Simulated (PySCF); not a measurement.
CH6ClFSi2.
Numbering: `[F:1][SiH2:2][SiH2:3][CH2:4][Cl:5]` (hydrogens: H6, H7 on Si2; H8, H9 on Si3; H10, H11 on C4)

Structure used (GFN2-xTB), in Å, numbered top down from 1:
```xyz
11
CH6ClFSi2 angstrom
F     -2.1063    0.1982    1.4720
Si    -1.8430   -0.3316   -0.0319
Si     0.2268    0.4372   -0.7166
C      1.5608   -0.0978    0.5506
Cl     3.1715    0.4132   -0.0315
H     -2.9790    0.2130   -0.7667
H     -2.0153   -1.7739    0.1197
H      0.6199   -0.1395   -2.0073
H      0.3350    1.8972   -0.8260
H      1.4240    0.3633    1.5266
H      1.6110   -1.1765    0.6852
```

The calculation used PySCF 2.14.0, density-fitted response routines, TDDFT B3LYP/def2-SVPD, vertical, gas phase, core orbitals frozen in the response.

Frontier orbitals with the atoms that hold most of them (Löwdin shares over 4%, at most four atoms; ? is withheld):

```tsv
orbital	ε (eV)	atoms
LUMO+2	0.05	Cl5 24%, Si3 18%, Si2 16%, C4 13%
LUMO+1	-0.67	Si3 28%, Si2 27%, H9 10%, H7 9%
LUMO	?	Si2 33%, Si3 22%, Cl5 8%, H6 8%
HOMO	-7.89	?
HOMO-1	-8.44	?
HOMO-2	-8.89	Si3 25%, Si2 20%, Cl5 14%, F1 10%
HOMO-3	-9.60	Si2 29%, H7 19%, H6 19%, F1 16%
```

**Question.** Give the leading atoms of the HOMO.

**Answer.** Cl5 (bonded to C) 53%; C4 (bonded to Cl, Si and 2 H) 14%; Si3 (bonded to C, Si and 2 H) 13%; Si2 (bonded to F, Si and 2 H) 9%. By element: chlorine 53%, silicon 23%, carbon 14%.

**Question.** Give the leading atoms of the HOMO-1.

**Answer.** Cl5 (bonded to C) 79%; C4 (bonded to Cl, Si and 2 H) 13%.

**Question.** What is the LUMO energy, and the HOMO–LUMO gap?

**Answer.** ε(LUMO) = -1.31 eV; the gap is 6.58 eV (0.2417 hartree).

**Question.** The HOMO–LUMO gap is 6.58 eV. Where does the response calculation put the lowest singlet, and from which orbitals?

**Answer.** S1 is at 5.74 eV (f = 0.063), 0.83 eV below the gap, made of HOMO→LUMO (97%). Without the coupling terms of the response equations the lowest excitation would equal the gap.

**Question.** One configuration dominates each of S1, S2, S3, S4, S6 and S8. Which, and how do the shares of the two leading atoms of either orbital change from the occupied to the empty one?

**Answer.** 
- S1 (5.74 eV, f 0.063), HOMO→LUMO (97%): Cl5 53% → 8%, C4 14% → at most 9%, Si2 9% → 33%, Si3 13% → 22%
- S2 (6.29 eV, f 0.0003), HOMO-1→LUMO (87%): Cl5 79% → 8%, C4 13% → at most 9%, Si2 at most 4% → 33%, Si3 at most 4% → 22%
- S3 (6.32 eV, f 0.013), HOMO→LUMO+1 (86%): Cl5 53% → at most 10%, C4 14% → at most 10%, Si3 13% → 28%, Si2 9% → 27%
- S4 (6.64 eV, f 0.0039), HOMO-2→LUMO (90%): Si3 25% → 22%, Si2 20% → 33%
- S6 (6.97 eV, f 0.015), HOMO-1→LUMO+1 (74%): Cl5 79% → at most 10%, C4 13% → at most 10%, Si3 at most 4% → 28%, Si2 at most 4% → 27%
- S8 (7.34 eV, f 0.024), HOMO-2→LUMO+1 (90%): Si3 25% → 28%, Si2 20% → 27%

Löwdin shares depend on the basis, the more so with diffuse functions.

The run took 27 s of wall time on one thread, Arm Neoverse N1 (aarch64), no GPU, on a shared host, and the process peaked at 0.68 GiB of memory.

One conformer stands for the species.
